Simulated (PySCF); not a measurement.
**Continuum solvent and chemical shifts**

Numbering as in the mapped SMILES `[CH2:1]=[C:2]([CH3:3])[C:4]1=[CH:5][BH:6][CH:7]=[CH:8][CH:9]=[CH:10]1`. Hydrogens are named by the atom that carries them. Ha(C1) is cis to C3; Hb(C1) is trans to C3.

GIAO PBE0/pcSseg-1 in PySCF 2.14.0 with density-fitted response routines on one PBE0-D3(BJ)/def2-SVP conformer, non-relativistic, equivalent nuclei averaged. Solvents enter as an IEF-PCM continuum (chloroform with ε = 4.7, dichloromethane with ε = 8.9) around the gas-phase geometry. Shifts are referred to TMS, BF3·OEt2 computed in the same medium.

Gas phase, δ in ppm: C4 166.4, C7 164.0, C2 158.5, C5 155.9, C8 154.8, C10 144.5, C9 142.0, C1 125.9, C3 24.8, B6 44.6, H(C7) 8.47, H(C5) 8.44, H(C8) 8.06, H(C10) 7.74. Dipole moment 2.17 D.

(1) How does each δ change in the continuum?

(2) Which nuclei move most (in ppm), and what does the model miss?

Results:

(1) 
```tsv
atoms	environment	Δδ, chloroform	Δδ, dichloromethane
C4	fully substituted alkene carbon	+2.0	+2.4
C7	alkene CH	-0.2	-0.2
C2	fully substituted alkene carbon	+1.0	+1.1
C5	alkene CH	0.0	0.0
C8	alkene CH	+2.4	+3.0
C10	alkene CH	+1.9	+2.4
C9	alkene CH	+2.0	+2.5
C1	terminal =CH2 carbon	+2.2	+2.7
C3	allylic methyl carbon	+0.3	+0.3
B6	boron bonded to 2 C, H, in a 7-membered ring	-0.4	-0.5
H(C7)	hydrogen on an alkene CH	+0.03	+0.04
H(C5)	hydrogen on an alkene CH	+0.07	+0.08
H(C8)	hydrogen on an alkene CH	+0.22	+0.27
H(C10)	hydrogen on an alkene CH	+0.21	+0.26
```

Changes are relative to the gas phase. The dipole moment becomes 2.84 D in chloroform, 2.99 D in dichloromethane.

(2) C8 (alkene CH, +3.0 ppm) in dichloromethane. A continuum only polarises the solute; specific hydrogen bonds, the anisotropy of aromatic solvents and changes of geometry or conformer are outside it.
